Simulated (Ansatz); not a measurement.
`[CH3][Al]([OH])[SiH2]F` + H₂ → `[CH3][AlH][OH]` + `F[SiH3]` at 500 K and 1 bar (hydrogenolysis of the Al–Si bond).

Calculated with Ansatz (gas phase, PBE0-D4/def2-TZVP geometries, no zero-point term in ΔE). CCSD(T)/CBS adds triple-zeta CCSD(T) − MP2 to the extrapolated MP2 energy (def2 sets, frozen cores). This one scheme is used for every species. Each species was taken in one conformer, which may not be the lowest.

```tsv
species	CCSD(T)/CBS energy (Eh)	H − E (kJ/mol)	S (J/(mol·K))
`[CH3][Al]([OH])[SiH2]F`	-747.84870	238.1	473.3
H₂	-1.17544	41.0	145.5
`[CH3][AlH][OH]`	-358.31021	183.4	355.5
`F[SiH3]`	-390.72345	94.1	267.5
```

H − E and S are ideal-gas, rigid-rotor, harmonic terms from PBE0-D4/def2-TZVP, for one conformer and one mirror image of each species. The MP2-based limit puts H₂ 0.8 mEh under its directly extrapolated value; such offsets cancel only in part. 1 Eh = 2625.50 kJ/mol, R = 8.31446 J/(mol·K).

By hand: ΔE, ΔH, ΔS and ΔG.

ΔE = (-358.31021) + (-390.72345) − (-747.84870) − (-1.17544) = -0.00952 Eh = -25.0 kJ/mol. Δ(H − E) = 183.4 + 94.1 − 238.1 − 41.0 = -1.6, so ΔH = -26.6 kJ/mol. ΔS = 355.5 + 267.5 − 473.3 − 145.5 = 4.2 J/(mol·K). ΔG = -26.6 − 500 × (4.2)/1000 = -28.7 kJ/mol.

By hand: the equilibrium constant, and the temperature at which ΔG would vanish if ΔH and ΔS stayed fixed.

log₁₀ K = −ΔG/(RT ln 10) = 3.0. ΔH and −TΔS have one sign here, so there is no such temperature. One of them is within its doubt of zero, so this could turn.

The number of gas molecules stays the same, so ΔS is small and ΔH decides. A doubt of 5 kJ/mol in ΔE shifts log₁₀ K by 0.5 here. Other conformers and mirror images would add mixing entropy, several J/(mol·K) or more a flexible species. Modes under 60 cm⁻¹, often nearly free rotors, make the harmonic entropy too high. These are equilibria of isolated gas molecules and say nothing of rates. Largest T1 diagnostic: 0.012 (customary marks: 0.02 for closed shells, 0.045 for open ones).
